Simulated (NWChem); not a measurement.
# Correlation energy of BF

```xyz
2

B      0.0000     0.0000    -0.8123
F      0.0000     0.0000     0.4513
```
Charge 0, spin multiplicity 1.

The numbers come from NWChem runs, not from measurements. All single points use one geometry, from B3LYP/def2-SVP, a minimum by its harmonic frequencies.

Basis set: STO-3G. Each correlation energy counts from its own Hartree-Fock reference.

The correlated methods keep 2 core orbitals frozen. The structure started from a generated list of species. Coupled-cluster values serve here as a point of comparison, not as the truth.

**Question.** For the correlation energy, CR-CCSD(T) gives -84.1 mHa and SCS-MP2 gives -62.6 mHa. What do CCSDT, MP2, CCSD+T(CCSD) give?

**Answer.** CCSDT: -84.9 mHa; MP2: -62.0 mHa; CCSD+T(CCSD): -86.3 mHa.
